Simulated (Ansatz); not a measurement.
Basis-set extrapolation for C$_{2}$H$_{7}$FOSi$_{2}$, SMILES `C=C[SiH](F)O[SiH3]` (PBE0-D4/def2-TZVP geometry, frozen core, the Gaussian-basis code of Ansatz). Multiplicity 1, RHF reference.

```tsv
	def2-TZVPP	def2-QZVPP
HF	-832.271853	-832.303209
MP2 correlation	-1.043144	-1.126210
CCSD(T) correlation	-1.132154	not run
```

Energies in hartree. Use E(X) = E(∞) + A·exp(−7.88·√X) for Hartree–Fock and E(X) = E(∞) + B·X^(−2.97) for correlation, with X = 3 and 4, and add CCSD(T) minus MP2 of the smaller set to the MP2 limit.

What is the CCSD(T) energy at the basis-set limit?

HF limit: -832.303209 + (-0.031356) × 0.13774 = -832.30753. MP2 limit: -1.126210 + (-0.083066) × 0.74074 = -1.18774. Higher-order term: -1.132154 − (-1.043144) = -0.08901. Total: -833.58428 hartree, 113.1 kcal/mol below CCSD(T)/def2-TZVPP.
